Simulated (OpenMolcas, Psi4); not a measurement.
# Predicting a hybrid from its neighbours: SiF3 (trifluorosilyl)

SiF3: 4 atoms, total charge 0, spin state doublet. As SMILES, `F[Si](F)F`. The coordinates come from a PBE0-D4/def2-TZVP relaxation.

The dipole moment y, in D, basis aug-cc-pVDZ; a is the functional's share of exact exchange. Programs: OpenMolcas 26.06, Psi4 1.11.

```
functional     program     a  y (D)
     UBLYP        Psi4     0   1.11
  U-r2SCAN        Psi4     0   1.12
    UB3LYP        Psi4   0.2      ?
     UPBE0        Psi4  0.25   1.20
    UBHLYP  OpenMolcas   0.5   1.37
```

Task: Fit y = c + s·a to the known rows and predict UB3LYP.

Result: 
1. Means of the 4 rows: a = 0.1875, y = 1.200.
2. Σ(Δa)² = 0.17188, Σ(Δa·Δy) = 0.085, so the slope is 0.085/0.17188 = 0.49453.
3. Intercept: 1.200 − (0.49453) × 0.1875 = 1.107. The largest residual of the fit is 0.031.
4. UB3LYP: 1.107 + (0.49453) × 0.2 = 1.21 D.

The run gave 1.23 D, so the prediction is off by -0.02 D, within the scatter of the fit. More exact exchange makes the molecule more polar here.
